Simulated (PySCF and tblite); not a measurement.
Results of a calculation; reference values are marked as such.
isophorone, C9H14O, numbered as in [CH3:1][C:2]1=[CH:3][C:4](=[O:5])[CH2:6][C:7]([CH3:8])([CH3:9])[CH2:10]1.

Search: ETKDG and KDG, MMFF94s, GFN2-xTB, 60 starts; geometries at GFN2-xTB. Free energies are PBE0-D3(BJ)/pcSseg-1 (IEF-PCM, chloroform) single points with GFN2-xTB rigid-rotor and vibrational terms (modes under about 100 cm⁻¹ blended into free rotors). Symmetry numbers and mirror images are counted. Conformers within 1 kcal/mol (GFN2-xTB free energy) were kept, 9 at most. GIAO shieldings: PBE0/pcSseg-1 (IEF-PCM, chloroform). Shifts are against TMS (¹H), TMS (¹³C) at the same level. Programs: PySCF with density fitting and tblite.

**Question.** Predict the averaged NMR shifts at 298.15 K.

**Answer.** ¹H: 6.13 (H3, 1H), 2.21 (H10, 2H), 2.17 (H1, 3H), 2.15 (H6, 2H), 1.03 (H8/H9, 6H) ppm. ¹³C: 206.3 (C4), 174.5 (C2), 131.8 (C3), 55.2 (C6), 48.8 (C10), 37.7 (C7), 29.5 (C8/C9), 28.8 (C1) ppm.

Shifts are unscaled: against experiment ¹³C can be off by 15 ppm or more and ¹H by 0.8 ppm.
